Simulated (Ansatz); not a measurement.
## A barrier at the coupled-cluster level

Start structure (C$_{2}$H$_{10}$Ge, singlet), relaxed at PBE0-D4/def2-TZVP:

Ge1  (-0.988, -1.411, -0.034)
H2  (-0.099, -1.589, -1.278)
H3  (-1.782, -2.711, 0.188)
H4  (-1.987, -0.271, -0.306)
C5  (0.103, -1.007, 1.534)
H6  (1.539, 1.202, -0.988)
C7  (0.763, 1.955, -1.123)
H8  (-0.531, -0.880, 2.412)
H9  (0.804, -1.819, 1.725)
H10  (0.668, -0.088, 1.375)
H11  (0.324, 2.207, -0.157)
H12  (1.199, 2.849, -1.567)
H13  (-0.012, 1.562, -1.781)
(Å)

The step: CH₆Ge ([CH3][GeH3]) + CH₄ → C₂H₈Ge ([CH3][GeH2][CH3]) + H₂; bonds formed: Ge1–C7, H2–H6; bonds broken: Ge1–H2, H6–C7. Ansatz 0.2.0; basis: def2-TZVPP and def2-QZVPP; cores frozen in the correlated methods. Filled d shells of the heavier atoms are correlated. The def2 sets are not built for correlating such inner shells, so the correlated values are less sure here. Extrapolation: Hartree–Fock as exp(−7.88 √X), correlation as X^−2.97. Energies below are by CCSD(T) at an estimated basis limit (MP2 extrapolated from triple and quadruple zeta, plus CCSD(T) − MP2 in triple zeta).

What are the electronic barrier and the energy of the step, from the start structure to the end structure? (Judge from chemistry; the value comes from the calculation.)

Computed: Barrier 89.43 kcal/mol; step energy 9.25 kcal/mol (uphill); reverse barrier, their difference, 80.17 kcal/mol. Barrier and step energy count from the start structure, the reverse barrier from the end structure.

The saddle point: One imaginary mode of 1779i cm⁻¹.
```tsv
pair	start (Å)	saddle (Å)	end (Å)
Ge1–C7	3.95	2.30	1.95
H2–H6	3.25	1.15	0.75
Ge1–H2	1.54	1.89	3.43
H6–C7	1.09	1.38	3.91
```

Zero-point energy (harmonic, PBE0-D4): ZPE is 65.86 kcal/mol at the start and 63.36 kcal/mol at the saddle, so the barrier goes from 89.43 to 86.92 kcal/mol.

No T1 diagnostic of these runs exceeds 0.011.

Labels in which every atom is bracketed show which atoms are joined, not bond orders.

For scale, one of the runs: CCSD(T)/def2-TZVPP, 250 basis functions, launched by `ansatz run in.yaml --threads 8 --pin off --events-out ev --progress --plain --max-ram 19148MiB`. The run took 95 s on 8 CPU threads of an Arm Neoverse V1 (shared host), with 5.4 GiB of host memory at its peak.
